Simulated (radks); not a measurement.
Q: Spherical quantum dot in the effective-mass picture: electrons in a hard-walled sphere of radius 8.06, all in effective atomic units (hartree* = m*/eps^2 hartree, bohr* = eps/m* bohr), one dielectric constant everywhere. Method: non-relativistic Kohn-Sham, LDA (Slater exchange, Perdew-Wang correlation), spin-polarised, spherical densities; computed with a radial shooting solver with Libxc functionals. Levels are named by radial order and angular momentum (1s, 1p, 1d, 2s, ...), and open shells are averaged over m. Results are scaled to m* = 0.082 and eps = 15.6, for which hartree* = 9.169 meV and bohr* = 10.07 nm. At N = 6 the configuration is 1s2 1p(up 3, down 1). Does electron 7 go into 1p down or 1d up or 1d down?

A: Into 1p down. The total energies of the other choices lie higher by 0.509 meV (1d up), 0.675 meV (1d down).
